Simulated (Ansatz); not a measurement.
System: S2, net charge 0, singlet state. This is an excited singlet: at this geometry the triplet lies 0.73 eV lower at CCSD(T)/CBS(aug-cc-pV(T+d)Z,aug-cc-pV(Q+d)Z). 
Structure (B3LYP-D3(BJ)/def2-TZVP (Ansatz, a program for electronic structure) minimum search):
```xyz
2

S      0.0000     0.0000    -0.9528
S      0.0000     0.0000     0.9528
```

Basis-set convergence of Hartree-Fock and CCSD correlation energies (hartree) with Ansatz. Correlated levels leave the core frozen unless marked. No spin-orbit coupling. Non-relativistic.

The Hartree-Fock reference is unstable (checked in the largest basis), which strains HF and MP2. 

```tsv
basis	functions	E(HF)	E(corr, CCSD)
aug-cc-pV(D+d)Z	64	-795.02040	-0.30277
aug-cc-pV(T+d)Z	110	-795.04666	-0.37014
aug-cc-pV(Q+d)Z	178	-795.05285	-0.39148
```

Extrapolating the two largest sets (X = 3 and 4) as X^-3: E(corr) = (64·(-0.39148) - 27·(-0.37014))/37 = -0.4071 Eh, an estimate of the basis-set limit. The largest set recovers 96.2 % of it, the smallest 74.4 %.
